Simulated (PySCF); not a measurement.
# Vertical excitation energies

C₂H₆B₂O.
SMILES: `BOBC=C`

Computed with TDDFT CAM-B3LYP/def2-SVPD, vertical, gas phase, core orbitals frozen in the response (PySCF). Geometry: PBE0-D3(BJ)/def2-SVP, one conformer, isolated molecule.

```json
{"state": "S1", "E (eV)": "5.75", "ν̃ (cm⁻¹)": "46400", "f": "0.0013", "|μ| (D)": "0.24", "symmetry": "–", "main configurations (H = HOMO, L = LUMO)": "H-1→L (94%)"}
{"state": "S2", "E (eV)": "5.98", "ν̃ (cm⁻¹)": "48240", "f": "0.0000", "|μ| (D)": "0.03", "symmetry": "–", "main configurations (H = HOMO, L = LUMO)": "H-2→L+1 (48%), H→L+1 (46%)"}
{"state": "S3", "E (eV)": "6.37", "ν̃ (cm⁻¹)": "51420", "f": "0.572", "|μ| (D)": "4.86", "symmetry": "A′", "main configurations (H = HOMO, L = LUMO)": "H→L (96%)"}
{"state": "S4", "E (eV)": "7.43", "ν̃ (cm⁻¹)": "59920", "f": "0.019", "|μ| (D)": "0.82", "symmetry": "A′", "main configurations (H = HOMO, L = LUMO)": "H-2→L (95%)"}
{"state": "S5", "E (eV)": "7.60", "ν̃ (cm⁻¹)": "61300", "f": "0.0007", "|μ| (D)": "0.16", "symmetry": "–", "main configurations (H = HOMO, L = LUMO)": "H-3→L (84%), H-1→L+5 (9%)"}
{"state": "S6", "E (eV)": "7.75", "ν̃ (cm⁻¹)": "62490", "f": "0.243", "|μ| (D)": "2.88", "symmetry": "A′", "main configurations (H = HOMO, L = LUMO)": "H-1→L+1 (94%)"}
{"state": "S7", "E (eV)": "7.80", "ν̃ (cm⁻¹)": "62950", "f": "0.0087", "|μ| (D)": "0.54", "symmetry": "A″", "main configurations (H = HOMO, L = LUMO)": "H→L+1 (43%), H-2→L+1 (40%)"}
{"state": "S8", "E (eV)": "7.90", "ν̃ (cm⁻¹)": "63700", "f": "0.087", "|μ| (D)": "1.70", "symmetry": "A″", "main configurations (H = HOMO, L = LUMO)": "H→L+2 (61%), H→L+3 (16%)"}
{"state": "S9", "E (eV)": "8.22", "ν̃ (cm⁻¹)": "66260", "f": "0.0013", "|μ| (D)": "0.21", "symmetry": "–", "main configurations (H = HOMO, L = LUMO)": "H→L+3 (37%), H-2→L+2 (23%), H→L+4 (18%)"}
{"state": "S10", "E (eV)": "8.35", "ν̃ (cm⁻¹)": "67310", "f": "0.0037", "|μ| (D)": "0.34", "symmetry": "A″", "main configurations (H = HOMO, L = LUMO)": "H-4→L (71%), H-1→L+5 (14%)"}
```

Triplets, Tamm–Dancoff:

```
state  E (eV)  λ (nm)  main configurations (H = HOMO, L = LUMO)
   T1    3.87   320.3                    H→L (77%), H-2→L (14%)
   T2    5.31   233.7                               H-1→L (93%)
   T3    5.45   227.6                H-2→L+1 (53%), H→L+1 (40%)
   T4    6.44   192.6                    H-2→L (64%), H→L (16%)
```

The lowest singlet lies at 5.75 eV (216 nm, ultraviolet) and is very weak; its leading configuration is HOMO-1→LUMO (94%). The most intense listed level is S3 at 6.37 eV (194 nm, f = 0.572), 0.62 eV above S1. Löwdin shares by element: HOMO carbon 59%, oxygen 12%, boron 7% or more (atoms not listed hold the other 22%); LUMO carbon 50%, boron 22% or more, oxygen 14%. The oscillator strengths of these states sum to 0.937; summed over the whole spectrum of an exact calculation they would give the number of electrons, 36 (Thomas–Reiche–Kuhn). The listed states span 2.59 eV, and the widest gap between neighbours is 1.05 eV (S3 to S4). Weighted by f, the mean energy of these states is 6.92 eV. All these states lie below the vertical ionisation energy of 10.29 eV (ΔSCF). Symmetry labels in Cs follow from the direction of the transition dipole and are given only for states with f of 0.002 or more. Only the lowest 10 singlets were computed, as vertical energies without vibronic structure.
